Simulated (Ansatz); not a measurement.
Zn(I)(GeH3) (GeH3IZn), SMILES [GeH3][Zn][I].

Geometry: PBE0-D3(BJ)/def2-SVP. The structure was generated by enumeration; whether it is a known compound was not checked. The def2 effective core potentials stand for the cores of I; spin–orbit coupling is left out.

Two levels are set side by side: PBE/def2-SVPD (Ansatz, a first-principles code) and CAM-B3LYP/def2-SVPD (Ansatz). Energy differences of separate SCF runs at the same geometry; the states with an electron removed or added have multiplicity 2 and 2. Differences are taken from unrounded values.

```csv
quantity,PBE
vertical ionisation energy (eV),9.37
vertical singlet–triplet gap (eV),4.67
```

These are the PBE values. What does CAM-B3LYP give? (An estimate is asked for; the answer gives what the named calculation found.)


```json
[
 {"quantity": "vertical ionisation energy (eV)", "CAM-B3LYP": "9.78", "PBE minus CAM-B3LYP": "-0.41"},
 {"quantity": "vertical singlet–triplet gap (eV)", "CAM-B3LYP": "5.17", "PBE minus CAM-B3LYP": "-0.49"}
]
```
